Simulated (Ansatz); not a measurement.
Consider the ligand exchange at the Si–O bond: `B[Si](F)(Cl)O[SiH3]` + `C=C[SiH2]N` → `C=C[SiH2]N[SiH3]` + `B[Si](O)(F)Cl`.

Program: Ansatz. Geometries: PBE0-D4/def2-TZVP. ΔE: electronic, gas phase. CCSD(T)/CBS adds triple-zeta CCSD(T) − MP2 to the extrapolated MP2 energy (def2 sets, frozen cores). DFT in def2-TZVPP. B3LYP here is the variant with VWN-RPA as its local correlation; programs differ in this. One conformer a species, not always the lowest.

| level | ΔE (kJ/mol) | difference from CCSD(T)/CBS |
| --- | --- | --- |
| PBE-D4 | 39.5 | -6.3 |
| B3LYP-D4 | 49.1 | 3.3 |
| ωB97M-V | 45.3 | -0.5 |
| B2PLYP | 48.0 | 2.2 |
| PBE | 39.4 | -6.4 |
| r2SCAN | 46.1 | 0.3 |
| PBE0 | 41.8 | -4.0 |
| B3LYP | 48.8 | 3.0 |
| HF/def2-TZVPP | 57.7 | 11.9 |
| MP2/def2-TZVPP | 44.6 | -1.2 |
| CCSD/def2-TZVPP | 47.3 | 1.5 |
| CCSD(T)/def2-TZVPP | 45.3 | -0.5 |
| MP2/def2-QZVPP | 45.3 | -0.5 |
| SCS-MP2/def2-QZVPP | 47.9 | 2.1 |
| HF/CBS(def2) | 59.2 | 13.4 |
| MP2/CBS(def2) | 45.1 | -0.7 |
| CCSD(T)/CBS | 45.8 | 0 |

Largest T1 diagnostic among the species: 0.011.

In def2-TZVPP, CCSD(T) changes the Hartree–Fock value by −12.5 kJ/mol (the triples alone add −2.0 kJ/mol) and MP2 by −13.2 kJ/mol.
